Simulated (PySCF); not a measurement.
This PySCF input asks for the NMR shieldings of `C=N[SiH2]CC(=C)C(F)(F)F`, C$_{5}$H$_{8}$F$_{3}$NSi; the geometry comes from GFN2-xTB.

```python
import basis_set_exchange as bse
import numpy as np
from pyscf import gto, dft
from pyscf.prop import nmr

atoms = """
C     2.482786    0.517733    0.794185
N     1.710539   -0.456089    0.906092
Si    0.952716   -1.559699   -0.168727
C    -0.910760   -1.177589    0.115550
C    -1.190406    0.274813    0.050270
C    -1.486687    1.055331    1.080485
C    -1.014268    0.904840   -1.303482
F     0.261245    1.313630   -1.503363
F    -1.289615    0.074779   -2.321778
F    -1.777333    1.992529   -1.489265
H     2.776540    1.064402    1.687504
H     2.900395    0.877440   -0.148255
H     1.245087   -1.511600   -1.603565
H     1.255971   -2.865664    0.407460
H    -1.212527   -1.551404    1.090627
H    -1.482333   -1.707104   -0.644989
H    -1.585753    0.646012    2.069396
H    -1.644356    2.113957    0.970198
"""
names = dict.fromkeys(["C", "N", "Si", "F", "H"], "pcSseg-1")
basis = {el: gto.basis.parse(bse.get_basis(n, elements=[el], fmt="nwchem")) for el, n in names.items()}
mol = gto.M(atom=atoms, basis=basis, charge=0, verbose=0)
mf = dft.RKS(mol, xc="PBE0")
mf.grids.level = 2
mf.grids.alignment = dft.numint.BLKSIZE   # the property module wants whole blocks of grid points
mf.conv_tol = 1e-9
mf.kernel()

calc = nmr.RKS(mf)   # GIAO
C = mf.mo_coeff
Co = C[:, mf.mo_occ > 0]
resp = mf.gen_response(singlet=True, hermi=2)
def vind(x):   # induced exchange potential for any number of trial vectors
    d = np.einsum("pi,xij,qj->xpq", C, 2 * x.reshape(-1, C.shape[1], Co.shape[1]), Co, optimize=True)
    return np.einsum("xpq,pi,qj->xij", resp(d - d.transpose(0, 2, 1)), C, Co, optimize=True).ravel()
mo1, _ = nmr.rhf.solve_mo1(calc, with_cphf=vind)
sigma = calc.kernel(mo1)
for i, s in enumerate(sigma):   # ppm
    print("%2d %-2s %9.2f" % (i, mol.atom_pure_symbol(i), np.trace(s) / 3))
```

**Question.** What are the results?

**Answer.** 
```
 0 C      11.28
 1 N    -146.95
 2 Si    390.40
 3 C     165.60
 4 C      42.31
 5 C      61.89
 6 C      53.63
 7 F     236.27
 8 F     258.90
 9 F     255.92
10 H      22.98
11 H      23.08
12 H      26.64
13 H      26.54
14 H      29.41
15 H      29.69
16 H      26.23
17 H      25.83
```

These numbers come from an equivalent density-fitted implementation of the same equations, which agrees with the script to about 0.01 ppm for H and up to a few tenths of a ppm for heavy atoms, so last digits may differ.

**Question.** Turn these shieldings into chemical shifts. Scale: 13C (σref 186.93), 29Si (σref 349.16), 1H (σref 31.72) vs TMS; NH3 for 15N (σref 267.73); 19F (σref 170.95) against CFCl3 (reference shieldings calculated alike).

**Answer.** Averaging equivalent atoms: C 0: 175.6; C 4: 144.6; C 6: 133.3; C 5: 125.0; C 3: 21.3; N 1: 414.7; Si 2: -41.2; F 7/8/9: -79.4; H 10: 8.74; H 11: 8.63; H 17: 5.89; H 16: 5.49; H 12/13: 5.13; H 14/15: 2.17 ppm. Unscaled 19F shifts against computed CFCl3 carry errors that often reach 10 to 50 ppm. Experimental scales use liquid or dissolved standards, which lie at an offset from isolated NH3 (liquid NH3: subtract about 20 ppm). Unscaled 15N shifts of sp2 nitrogen come out 20 to 40 ppm too high even then.

Size and cost of the density-fitted run: 217 basis functions, 51 s wall time on 1 thread of an Intel Xeon Platinum 8488C, shared host; peak memory 1 GiB.
